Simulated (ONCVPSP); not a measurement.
## What one change does to a pseudopotential (Mn (Z = 25), ONCV)

* Element: manganese
* Generator: ONCVPSP 4.0.1
* Type: optimised norm-conserving Vanderbilt (ONCV)
* Functional: PBEsol
* Relativity: scalar-relativistic
* Frozen core: [Ne]
* Valence charge: 15
* Reference configuration: 3s2 3p6 3d5 4s2
* Partial waves: 3s+4s: rc 1.40 bohr, ncon 3, nbas 6, qcut 9.4 1/bohr, 2 projectors; 3p: rc 1.45 bohr, ncon 4, nbas 8, qcut 9.3 1/bohr, 2 projectors, debl 1.9 Ha; 3d: rc 1.45 bohr, ncon 4, nbas 8, qcut 9.6 1/bohr, 1 projector
* Local potential: polynomial inside 1.25 bohr (lpopt 5, dvloc0 0 Ha)
* Core correction: Teter function fitted to the true core (icmod 2), fcfact 0.2

In the p channel the program set the typed energies aside and used -2.002, 0.250 Ha.

All-electron outer shells of the reference configuration (PBEsol, scalar-relativistic, ld1.x):

```csv
shell,level (eV),outermost node (bohr),outermost maximum (bohr)
2p,-629.76,–,0.19
3s,-85.64,0.34,0.74
3p,-54.48,0.31,0.75
3d,-6.79,–,0.76
4s,-5.12,1.05,2.51
```

Change: s: ncon 5, nbas 8.

Cutoffs: the cutoffs (Ha) at which the residual kinetic energy of the hardest occupied pseudo-wave falls to 1 and 0.1 mHa per electron; they do not see the model core or the augmentation charge, which bear on the density cutoff. Errors are all-electron minus pseudo energies relative to the spin-unpolarised reference configuration.

**Question.** What does the change do?

**Answer.** The potential gets neither clearly harder nor softer (40 Ha and 46 Ha → 40 Ha and 46 Ha); the d channel sets the loose cutoff, while the largest relative change is in s, which becomes harder; of the 4 tests that both files solve, the error grows in 1 and shrinks in 2 by more than 15 % and 0.3 meV (median size 4.7 → 4.2 meV); neither file shows a bound ghost.

```tsv
quantity	base	changed
cutoff, loose	40 Ha	40 Ha
cutoff, tight	46 Ha	46 Ha
loose cutoff by channel	s 28 Ha, p 29 Ha, d 40 Ha	s 34 Ha, p 29 Ha, d 40 Ha
bound ghosts	none	none
GHOST(+) flags under 300 eV	none	none
error for 3s2 3p6 3d5 4s1, meV [ΔE 8.43 eV]	+0.2	+0.2
error for 3s2 3p6 3d5 4s0, meV [ΔE 23.94 eV]	+2.1	+2.5
error for 3s2 3p6 3d4 4s0, meV [ΔE 56.42 eV]	-7.4	-5.8
error for 3s1 3p6 3d5 4s2, meV [ΔE 93.27 eV]	-297	-224
s: phases at 1.42 bohr within 0.05 rad from the reference energy up to (Ha; the scan ends near 5)	to the end of the scan	to the end of the scan
p: phases at 1.47 bohr within 0.05 rad from the reference energy up to (Ha; the scan ends near 5)	to the end of the scan	to the end of the scan
d: phases at 1.47 bohr within 0.05 rad from the reference energy up to (Ha; the scan ends near 5)	1.6	1.6
rms error of d²Exc/dni dnj with the model core, mHa	1.10	1.01
```
